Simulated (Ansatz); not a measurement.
Ansatz (a quantum-chemistry and plane-wave program) input (CCSD(T)/6-31G*):

Ansatz 0.2 input:
```yaml
crystal:
  periodic: [false, false, false]
  atoms:
    - {symbol: C, position_ang: [2.76369132, 0.31474672, 0.69280404]}
    - {symbol: C, position_ang: [1.48885845, 0.70152312, -0.05026561]}
    - {symbol: C, position_ang: [0.52080312, -0.47652226, -0.22223815]}
    - {symbol: C, position_ang: [-0.70146998, -0.10809803, -1.00612560]}
    - {symbol: C, position_ang: [-1.96146057, -0.06227150, -0.57848460]}
    - {symbol: C, position_ang: [-2.47418223, -0.38637167, 0.79058562]}
    - {symbol: H, position_ang: [3.43445351, 1.16838449, 0.80581594]}
    - {symbol: H, position_ang: [2.53636209, -0.06449988, 1.69215530]}
    - {symbol: H, position_ang: [3.30758233, -0.46855399, 0.15914055]}
    - {symbol: H, position_ang: [0.97436493, 1.50558151, 0.48348868]}
    - {symbol: H, position_ang: [1.74289486, 1.10405986, -1.03576104]}
    - {symbol: H, position_ang: [0.25426696, -0.86802930, 0.76134017]}
    - {symbol: H, position_ang: [1.04813169, -1.28545441, -0.74175690]}
    - {symbol: H, position_ang: [-0.51378121, 0.17249191, -2.03959907]}
    - {symbol: H, position_ang: [-2.72100132, 0.24381681, -1.29259016]}
    - {symbol: H, position_ang: [-1.68289798, -0.67084657, 1.48221111]}
    - {symbol: H, position_ang: [-3.00106632, 0.47189529, 1.21778749]}
    - {symbol: H, position_ang: [-3.19675028, -1.20688393, 0.75011351]}
basis:
  gaussian:
    orbitals: 6-31G*
magnetization: {spin_polarized: false}
correlation: {method: ccsd_t, electrons: outside_noble_gas}
```

Output:

```
Functional definition: HF
integrals: 0.20 GiB planned
1249 factors; integrals over basis functions are off by at most 1.2e-3 eV
0.47 GiB of device memory are held for the factors and their scratch space
mean field: 0.49 GiB planned
mean field evaluation 1: about -6369.0488 eV, gradient 3.3e1 eV
mean field evaluation 2: about -6369.0494 eV, gradient 3.3e1 eV
mean field evaluation 4: about -6372.2332 eV, gradient 3.3e0 eV
mean field evaluation 8: about -6372.2671 eV, gradient 6.4e-5 eV
mean field evaluation 16: about -6372.2704 eV, gradient 1.4e-1 eV
mean field -6372.26707553 eV, -234.1764957481 hartree, gradient 1.8e-6 eV, S^2 0.000000; 0 other end points of the search recorded, 0 dependent functions left out
6 core orbitals not correlated
reference -6372.26707553 eV, -234.1764957481 hartree; 18, 18 occupied and 90, 90 virtual orbitals, 1249 factors
second order -21.18241142 eV of doubles, -0.00000000 eV of singles
coupled cluster: 2.88 GiB planned
cycle   1  -22.35700130 eV  change    -1.2e0 eV  update   1.0e-1
cycle   2  -23.02923461 eV  change   -6.7e-1 eV  update   3.1e-2
cycle   3  -23.14129917 eV  change   -1.1e-1 eV  update   1.2e-2
cycle   4  -23.14621051 eV  change   -4.9e-3 eV  update   3.4e-3
cycle   5  -23.14716833 eV  change   -9.6e-4 eV  update   1.1e-3
cycle   6  -23.14701935 eV  change    1.5e-4 eV  update   3.1e-4
cycle   7  -23.14697856 eV  change    4.1e-5 eV  update   8.0e-5
cycle   8  -23.14698501 eV  change   -6.4e-6 eV  update   2.5e-5
perturbative correction -0.73999986 eV, -0.0271944933 hartree
Total energy: -6396.15406041 eV, -235.0543262510 hartree
```
